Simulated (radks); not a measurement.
Q: The holmium ion Ho8+ is in [Kr] 4d10 4f(5/2: 6, 7/2: 1) 5s2 5p(1/2: 2, 3/2: 2). All-electron calculation, Dirac Kohn-Sham, PBE, spin-unpolarised, spherical densities, finite nucleus; Fermi nuclear charge, rms radius of each element as measured or else 0.836 A^(1/3) + 0.57 fm. Program: a radial shooting solver on a logarithmic mesh with Libxc functionals. Sub-shells are occupied by j as written (lower j first in brackets). One electron is removed from 4f5/2, 4f7/2, 5p3/2, 5p1/2 in turn, with full relaxation. Which removal costs least, and what does each cost?

A: 5p3/2 145.46 eV; 5p1/2 153.77 eV; 4f7/2 154.71 eV; 4f5/2 156.08 eV. The 5p3/2 electron leaves first.
